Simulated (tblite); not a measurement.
Yb, singlet (GFN-xTB shapes and energies of metal compounds can be far from the true ones); GFN1-xTB run with tblite.

Here is a job for tblite.
```
$ tblite run mol.xyz --method gfn1 --charge 0 --spin 0 --grad --json tblite.json --no-restart

# file mol.xyz
1

Yb     0.00000000     0.00000000     0.00000000
```

**Question.** What does tblite print? Leave out banner, timings and long lists.

**Answer.** 
```
xTB calculator
 | screened Coulomb repulsion
 | Coulomb electrostatics
 |  * isotropic Klopman-Ohno-Mataga-Nishimoto electrostatics
 |  * onsite third-order electrostatics
 | DFT-D3(BJ) dispersion correction

halogen bonding energy    0.0000000000000E+00 Eh
repulsion energy          0.0000000000000E+00 Eh
dispersion energy         0.0000000000000E+00 Eh
number of electrons       3.0000000000000E+00 e
integral cutoff           3.5842103528343E+01 bohr

------------------------------------------------------------
  cycle        total energy    energy error   density error
------------------------------------------------------------
      1    -0.6064201408073  -6.0642014E-01   9.4826162E-11
      2    -0.6064201408073   0.0000000E+00   5.6895697E-11
------------------------------------------------------------

electronic energy        -6.0642014080733E-01 Eh
total energy             -6.0642014080733E-01 Eh

Post processing:
 | Mayer-Wiberg bond orders

[Info] Tight-binding results written to 'tblite.txt'
[Info] JSON dump of results written to 'tblite.json'
```
